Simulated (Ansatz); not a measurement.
Reaction (ligand exchange at the Sn–S bond): `[SH][Sn]([Cl])([Cl])[Cl]` + HI → `[Cl][Sn]([Cl])([Cl])[I]` + H₂S

Computed with Ansatz on PBE0-D4/def2-TZVP structures; ΔE is electronic, products minus reactants. CCSD(T)/CBS is the MP2 limit (def2-TZVPP, def2-QZVPP) plus CCSD(T) − MP2 in def2-TZVPP, frozen cores. This one scheme is used for every species. Functionals use def2-TZVPP. B3LYP here is the variant with VWN-RPA as its local correlation; programs differ in this. HSE06 is defined as in plane-wave codes. def2 core potentials past Kr. For I, Sn outer-core shells are correlated without core-valence functions, which leaves a few kJ/mol of doubt a bond. Each species was taken in one conformer, which may not be the lowest.

```json
{"level": "LDA (SPW92)", "ΔE (kcal/mol)": "-9.0", "difference from CCSD(T)/CBS": "2.4"}
{"level": "PBE-D4", "ΔE (kcal/mol)": "-9.7", "difference from CCSD(T)/CBS": "1.7"}
{"level": "revPBE-D4", "ΔE (kcal/mol)": "-9.4", "difference from CCSD(T)/CBS": "2.0"}
{"level": "BLYP-D4", "ΔE (kcal/mol)": "-9.9", "difference from CCSD(T)/CBS": "1.5"}
{"level": "r2SCAN-D4", "ΔE (kcal/mol)": "-10.0", "difference from CCSD(T)/CBS": "1.4"}
{"level": "B97M-V", "ΔE (kcal/mol)": "-8.7", "difference from CCSD(T)/CBS": "2.7"}
{"level": "B3LYP-D4", "ΔE (kcal/mol)": "-10.4", "difference from CCSD(T)/CBS": "1.0"}
{"level": "r2SCANh-D4", "ΔE (kcal/mol)": "-10.2", "difference from CCSD(T)/CBS": "1.2"}
{"level": "r2SCAN0-D4", "ΔE (kcal/mol)": "-10.4", "difference from CCSD(T)/CBS": "1.0"}
{"level": "HSE06-D4", "ΔE (kcal/mol)": "-10.3", "difference from CCSD(T)/CBS": "1.1"}
{"level": "BHLYP-D4", "ΔE (kcal/mol)": "-11.5", "difference from CCSD(T)/CBS": "-0.1"}
{"level": "CAM-B3LYP-D4", "ΔE (kcal/mol)": "-9.9", "difference from CCSD(T)/CBS": "1.5"}
{"level": "ωB97X-V", "ΔE (kcal/mol)": "-10.0", "difference from CCSD(T)/CBS": "1.4"}
{"level": "ωB97M-V", "ΔE (kcal/mol)": "-9.9", "difference from CCSD(T)/CBS": "1.5"}
{"level": "B2PLYP", "ΔE (kcal/mol)": "-10.1", "difference from CCSD(T)/CBS": "1.3"}
{"level": "PBE", "ΔE (kcal/mol)": "-9.5", "difference from CCSD(T)/CBS": "1.9"}
{"level": "revPBE", "ΔE (kcal/mol)": "-9.5", "difference from CCSD(T)/CBS": "1.9"}
{"level": "BLYP", "ΔE (kcal/mol)": "-9.6", "difference from CCSD(T)/CBS": "1.8"}
{"level": "r2SCAN", "ΔE (kcal/mol)": "-10.0", "difference from CCSD(T)/CBS": "1.4"}
{"level": "B3LYP", "ΔE (kcal/mol)": "-10.1", "difference from CCSD(T)/CBS": "1.3"}
{"level": "r2SCAN0", "ΔE (kcal/mol)": "-10.4", "difference from CCSD(T)/CBS": "1.0"}
{"level": "HSE06", "ΔE (kcal/mol)": "-10.1", "difference from CCSD(T)/CBS": "1.3"}
{"level": "BHLYP", "ΔE (kcal/mol)": "-10.6", "difference from CCSD(T)/CBS": "0.8"}
{"level": "CAM-B3LYP", "ΔE (kcal/mol)": "-9.7", "difference from CCSD(T)/CBS": "1.7"}
{"level": "LC-ωPBE", "ΔE (kcal/mol)": "-9.5", "difference from CCSD(T)/CBS": "1.9"}
{"level": "RPA@PBE/def2-TZVPP", "ΔE (kcal/mol)": "-8.5", "difference from CCSD(T)/CBS": "2.9"}
{"level": "MP2/def2-SVP", "ΔE (kcal/mol)": "-11.0", "difference from CCSD(T)/CBS": "0.4"}
{"level": "CCSD/def2-SVP", "ΔE (kcal/mol)": "-10.4", "difference from CCSD(T)/CBS": "1.0"}
{"level": "CCSD(T)/def2-SVP", "ΔE (kcal/mol)": "-10.2", "difference from CCSD(T)/CBS": "1.2"}
{"level": "HF/def2-TZVPP", "ΔE (kcal/mol)": "-11.3", "difference from CCSD(T)/CBS": "0.1"}
{"level": "MP2/def2-TZVPP", "ΔE (kcal/mol)": "-10.3", "difference from CCSD(T)/CBS": "1.1"}
{"level": "SCS-MP2/def2-TZVPP", "ΔE (kcal/mol)": "-10.0", "difference from CCSD(T)/CBS": "1.4"}
{"level": "CCSD/def2-TZVPP", "ΔE (kcal/mol)": "-9.2", "difference from CCSD(T)/CBS": "2.2"}
{"level": "CCSD(T)/def2-TZVPP", "ΔE (kcal/mol)": "-9.0", "difference from CCSD(T)/CBS": "2.4"}
{"level": "HF/def2-QZVPP", "ΔE (kcal/mol)": "-11.6", "difference from CCSD(T)/CBS": "-0.2"}
{"level": "MP2/def2-QZVPP", "ΔE (kcal/mol)": "-11.8", "difference from CCSD(T)/CBS": "-0.4"}
{"level": "SCS-MP2/def2-QZVPP", "ΔE (kcal/mol)": "-11.4", "difference from CCSD(T)/CBS": "0.0"}
{"level": "HF/CBS(def2)", "ΔE (kcal/mol)": "-11.7", "difference from CCSD(T)/CBS": "-0.3"}
{"level": "MP2/CBS(def2)", "ΔE (kcal/mol)": "-12.7", "difference from CCSD(T)/CBS": "-1.3"}
{"level": "CCSD/CBS(def2)", "ΔE (kcal/mol)": "-11.6", "difference from CCSD(T)/CBS": "-0.2"}
{"level": "CCSD(T)/CBS", "ΔE (kcal/mol)": "-11.4", "difference from CCSD(T)/CBS": "0"}
```

(1) What do rigid-rotor, harmonic-oscillator terms from PBE0-D4/def2-TZVP frequencies (298.15 K, 1 bar) make of the CCSD(T)/CBS value? (Estimate.)

Largest T1 diagnostic among the species: 0.011.

## Answers

(1) Computed: ΔZPE = +0.9 kcal/mol, ΔH = -10.5 kcal/mol, ΔS = -11 J/(mol·K), ΔG = -9.8 kcal/mol. Modes under 50 cm⁻¹ make the entropy rough.

From BLYP to BHLYP (50 % exact exchange), in def2-TZVPP and without D4, ΔE moves by −1.0 kcal/mol. In def2-TZVPP, CCSD(T) changes the Hartree–Fock value by +2.3 kcal/mol (the triples alone add +0.2 kcal/mol) and MP2 by +1.0 kcal/mol.
